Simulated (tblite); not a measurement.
Species: C₃H₁₃FOSi₃.
Atom-mapped SMILES: `[CH3:1][C@@H:2]([OH:3])[CH2:4][SiH2:5][SiH2:6][SiH2:7][F:8]` (hydrogens: H9, H10, H11 on C1; H12 on C2; H13 on O3; H14, H15 on C4; H16, H17 on Si5; H18, H19 on Si6; H20, H21 on Si7)

Computed with GFN2-xTB (tblite), gas phase: L-BFGS steps from a force-field or distance-geometry start until the largest atomic force falls under 0.01 eV/Å.

Step 63: E = -736.9864 eV
```
atom  x, y, z in Å  |  force x, y, z in eV/Å
C1     -2.7007   -0.0564   -0.6061   -0.019  -0.016  -0.031
C2     -1.5456   -0.0755    0.3926   -0.008   0.013   0.028
O3     -0.5246   -0.9725   -0.0262   -0.016   0.031  -0.012
C4     -0.9023    1.2914    0.5523    0.046  -0.007  -0.004
Si5     0.6078    1.1765    1.7170   -0.007  -0.049  -0.046
Si6     1.9544   -0.6068    1.1191    0.022  -0.025  -0.008
Si7     2.5906   -0.6917   -1.0967   -0.039   0.000   0.035
F8      3.7391   -1.8172   -1.2974   -0.008   0.011   0.031
H9     -3.4355    0.6894   -0.3180   -0.006   0.014   0.044
H10    -3.1954   -1.0242   -0.6509   -0.005  -0.062  -0.011
H11    -2.3280    0.1916   -1.5962    0.038   0.003  -0.046
H12    -1.9268   -0.4032    1.3724   -0.022  -0.010   0.040
H13    -0.8818   -1.8643   -0.0840   -0.014   0.020  -0.034
H14    -1.6560    1.9886    0.9185    0.060  -0.006   0.010
H15    -0.5907    1.6401   -0.4323    0.013   0.013  -0.014
H16     0.0465    1.0570    3.0699   -0.029   0.014   0.065
H17     1.2398    2.5025    1.6714    0.002   0.016   0.001
H18     1.4260   -1.9024    1.5837    0.009   0.012   0.024
H19     3.1924   -0.4964    1.9297    0.001   0.023   0.007
H20     1.6098   -1.1206   -2.0847   -0.009   0.010  -0.042
H21     3.2720    0.5109   -1.5771   -0.010  -0.003  -0.035
```

Step 64: E = -736.9876 eV
```
atom  x, y, z in Å  |  force x, y, z in eV/Å
C1     -2.6946   -0.0570   -0.6104   -0.024  -0.014  -0.043
C2     -1.5447   -0.0761    0.3929    0.011   0.018   0.026
O3     -0.5193   -0.9676   -0.0246    0.003   0.011  -0.020
C4     -0.9041    1.2915    0.5572    0.052   0.012   0.020
Si5     0.6078    1.1771    1.7200   -0.018  -0.027  -0.025
Si6     1.9526   -0.6062    1.1219   -0.002  -0.026  -0.035
Si7     2.5819   -0.6972   -1.0956   -0.030   0.011   0.003
F8      3.7323   -1.8203   -1.2989   -0.011   0.008   0.037
H9     -3.4315    0.6873   -0.3258   -0.020   0.023   0.053
H10    -3.1872   -1.0252   -0.6600   -0.013  -0.072  -0.010
H11    -2.3173    0.1936   -1.5976    0.044   0.005  -0.064
H12    -1.9293   -0.4092    1.3698   -0.013   0.008   0.037
H13    -0.8731   -1.8598   -0.0906   -0.021   0.005  -0.035
H14    -1.6588    1.9833    0.9298    0.048   0.013   0.013
H15    -0.5938    1.6502   -0.4246   -0.002  -0.013  -0.009
H16     0.0467    1.0636    3.0749   -0.020   0.009   0.047
H17     1.2422    2.5032    1.6735   -0.008  -0.001  -0.003
H18     1.4295   -1.9024    1.5899    0.006   0.011   0.027
H19     3.1907   -0.4878    1.9264    0.038   0.019   0.030
H20     1.6011   -1.1275   -2.0839   -0.009   0.005  -0.030
H21     3.2598    0.5036   -1.5870   -0.013  -0.004  -0.021
```

Step 65: E = -736.9887 eV
```
atom  x, y, z in Å  |  force x, y, z in eV/Å
C1     -2.6907   -0.0575   -0.6141   -0.017  -0.009  -0.039
C2     -1.5442   -0.0767    0.3933    0.018   0.014   0.011
O3     -0.5165   -0.9648   -0.0237    0.020  -0.009  -0.024
C4     -0.9041    1.2908    0.5603    0.036   0.020   0.030
Si5     0.6077    1.1767    1.7221   -0.015  -0.003   0.017
Si6     1.9517   -0.6067    1.1247   -0.014  -0.019  -0.043
Si7     2.5743   -0.7005   -1.0940   -0.018   0.018  -0.034
F8      3.7268   -1.8215   -1.2997   -0.014   0.005   0.042
H9     -3.4284    0.6865   -0.3299   -0.023   0.011   0.046
H10    -3.1815   -1.0269   -0.6670   -0.011  -0.053  -0.011
H11    -2.3089    0.1959   -1.5992    0.034   0.000  -0.056
H12    -1.9315   -0.4146    1.3682   -0.002   0.030   0.025
H13    -0.8690   -1.8567   -0.0990   -0.024  -0.003  -0.035
H14    -1.6593    1.9787    0.9372    0.035   0.034   0.018
H15    -0.5950    1.6570   -0.4195   -0.012  -0.038  -0.002
H16     0.0465    1.0705    3.0798   -0.007   0.005   0.015
H17     1.2448    2.5029    1.6743   -0.018  -0.020  -0.007
H18     1.4342   -1.9033    1.5970    0.000   0.007   0.027
H19     3.1899   -0.4800    1.9255    0.058   0.015   0.039
H20     1.5944   -1.1314   -2.0839   -0.008   0.001  -0.016
H21     3.2499    0.4984   -1.5954   -0.018  -0.006  -0.005
```

Q: Estimate the geometry and energy of step 66. (The exact step hangs on the optimiser's Hessian estimate; all steps are aligned on step 65, rigid shifts and turns removed.)

A: E = -736.9897 eV, largest force 0.063 eV/Å
```
atom  x, y, z in Å  |  force x, y, z in eV/Å
C1     -2.6895   -0.0577   -0.6165   -0.002  -0.003  -0.022
C2     -1.5440   -0.0774    0.3934    0.015   0.004  -0.008
O3     -0.5162   -0.9648   -0.0242    0.030  -0.020  -0.021
C4     -0.9025    1.2896    0.5614    0.008   0.016   0.029
Si5     0.6077    1.1754    1.7235   -0.003   0.010   0.052
Si6     1.9517   -0.6079    1.1271   -0.008  -0.006  -0.030
Si7     2.5690   -0.7011   -1.0927   -0.008   0.018  -0.057
F8      3.7229   -1.8206   -1.2990   -0.015   0.001   0.043
H9     -3.4267    0.6869   -0.3301   -0.017  -0.013   0.025
H10    -3.1790   -1.0288   -0.6710   -0.003  -0.016  -0.013
H11    -2.3041    0.1979   -1.6006    0.013  -0.008  -0.031
H12    -1.9330   -0.4180    1.3676    0.008   0.048   0.008
H13    -0.8703   -1.8553   -0.1077   -0.023  -0.006  -0.033
H14    -1.6574    1.9757    0.9403    0.021   0.052   0.025
H15    -0.5945    1.6594   -0.4176   -0.014  -0.053   0.002
H16     0.0465    1.0766    3.0836    0.003   0.000  -0.013
H17     1.2474    2.5013    1.6739   -0.024  -0.031  -0.009
H18     1.4391   -1.9046    1.6039   -0.004   0.003   0.024
H19     3.1902   -0.4737    1.9272    0.054   0.010   0.030
H20     1.5904   -1.1318   -2.0845   -0.011  -0.004  -0.007
H21     3.2431    0.4959   -1.6010   -0.019  -0.002   0.006
```

The energy changes by -0.0009 eV. The first-order estimate −F·Δx gives -0.0013 eV and the mean of the old and new forces, exact on a quadratic surface, -0.0010 eV. The step makes an angle of 73° with the force vector and moves no atom by more than 0.009 Å.

What follows is the cost of the whole relaxation. Hardware: Intel Xeon at 2.50 GHz, one thread, shared host. Cost: 9.1 s wall, 6.5 s CPU.
